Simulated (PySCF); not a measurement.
C2H3BrF2, SMILES FC(F)CBr.

Coordinates come from a PBE0-D3(BJ)/def2-SVP optimisation. Other conformers were not sampled.

Computed with PBE0-D3(BJ)/def2-SVP (PySCF 2.14.0).

Frequencies are harmonic and unscaled.

Computed vibrational spectrum:
| mode | ν (cm⁻¹) | IR (km/mol) | Raman (Å⁴/amu) | depolarisation | moving atoms (share of kinetic energy) |
|---|---|---|---|---|---|
| 1 | 101 | 3.6 | 0.7 | 0.75 | F 47 %, C 28 %, H 14 %, Br 10 % |
| 2 | 180 | 3.2 | 0.8 | 0.62 | F 39 %, C 29 %, Br 21 %, H 10 % |
| 3 | 335 | 1.8 | 3.2 | 0.32 | F 63 %, Br 21 %, C 13 % |
| 4 | 462 | 14.5 | 0.5 | 0.55 | C 36 %, F 33 %, H 31 % |
| 5 | 570 | 5.0 | 2.3 | 0.38 | F 71 %, C 19 %, H 8 % |
| 6 | 739 | 25.1 | 10.2 | 0.27 | C 69 %, H 17 % |
| 7 | 864 | 3.8 | 3.0 | 0.60 | H 49 %, C 36 %, F 15 % |
| 8 | 1029 | 25.5 | 5.2 | 0.55 | H 58 %, C 35 % |
| 9 | 1143 | 178.0 | 4.0 | 0.40 | C 51 %, F 32 %, H 17 % |
| 10 | 1169 | 74.7 | 4.3 | 0.74 | H 46 %, C 44 %, F 10 % |
| 11 | 1226 | 63.4 | 3.7 | 0.60 | H 46 %, C 37 %, F 17 % |
| 12 | 1250 | 2.6 | 3.3 | 0.75 | H 74 %, C 24 % |
| 13 | 1394 | 17.2 | 8.8 | 0.75 | H 78 %, C 21 % |
| 14 | 1427 | 26.1 | 1.0 | 0.63 | H 75 %, C 24 % |
| 15 | 1446 | 53.7 | 7.0 | 0.74 | H 74 %, C 25 % |
| 16 | 3102 | 28.9 | 92.1 | 0.23 | H 92 %, C 8 % |
| 17 | 3127 | 5.0 | 89.7 | 0.07 | H 95 % |
| 18 | 3211 | 0.0 | 53.9 | 0.74 | H 90 %, C 10 % |
